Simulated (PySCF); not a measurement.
**Excitation energy of Fe+ by level of theory**

Fe+ [Ar] 3d6 4s1 (6D) → Fe+ [Ar] 3d5 4s2 (6S), as a difference of total energies. Computed with PySCF 2.14 in x2c-QZVPPall (11s7p5d4f2g, 103 functions), with the spin-free X2C one-electron Hamiltonian (Gaussian nucleus). Correlated levels: valence: [Ar] frozen; valence and next inner shell: [Ne] frozen. The calculations carry no spin-orbit coupling.

```csv
method,excitation energy (eV)
UHF,2.098
LDA,3.677
PBE,3.848
PBE0,3.519
r2SCAN,3.707
BHandHLYP,2.877
TPSS,4.038
wB97X,2.954
B97-3,3.025
MP2 (valence),2.738
SCS-MP2 (valence),2.731
MP2 (valence and next inner shell),2.917
SCS-MP2 (valence and next inner shell),2.814
```

Task: How much does correlation contribute at MP2 (valence and next inner shell)?

Result: 2.917 − (2.098) = 0.819 eV, measured against UHF.

Errors of the correlated levels include the incompleteness of this basis and the frozen core.

For comparison: 2.839 eV (measured; NIST levels, between the centres of gravity of the two terms).
